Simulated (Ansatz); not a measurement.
One change: `[SiH3][CH]1[S][GeH2]1` becomes `C[CH]1[S][GeH2]1`.

Ansatz, PBE0-D4/def2-TZVP geometries, multiplicity 1. 

Scalar relativity is left out up to krypton.

```tsv
property	`[SiH3][CH]1[S][GeH2]1`
LUMO energy (PBE0/def2-TZVPP) / eV	-0.65
LUMO energy (ωB97M-V/def2-TZVPP) / eV	1.18
size of the dipole moment (ωB97M-V/def2-TZVPP) / D	2.19
HOMO energy (PBE/def2-TZVPP) / eV	-5.63
LUMO energy (PBE/def2-TZVPP) / eV	-1.49
HOMO–LUMO gap (PBE0/def2-TZVPP) / eV	6.16
```

Q: Give the same properties after the change, and the shifts. (Best estimate.)

A: The calculation gave: 
```
                                          property  `C[CH]1[S][GeH2]1`  shift
                LUMO energy (PBE0/def2-TZVPP) / eV               -0.45   0.20
             LUMO energy (ωB97M-V/def2-TZVPP) / eV                1.39   0.21
size of the dipole moment (ωB97M-V/def2-TZVPP) / D                2.23   0.04
                 HOMO energy (PBE/def2-TZVPP) / eV               -5.51   0.12
                 LUMO energy (PBE/def2-TZVPP) / eV               -1.28   0.21
              HOMO–LUMO gap (PBE0/def2-TZVPP) / eV                6.26   0.10
```

With PBE0 the HOMO rises by 0.11 eV and the LUMO rises by 0.20 eV, so the gap widens by about 0.09 eV. PBE moves the HOMO by 0.12 eV and ωB97M-V by 0.09 eV. Dipoles are sizes alone; their direction can turn.
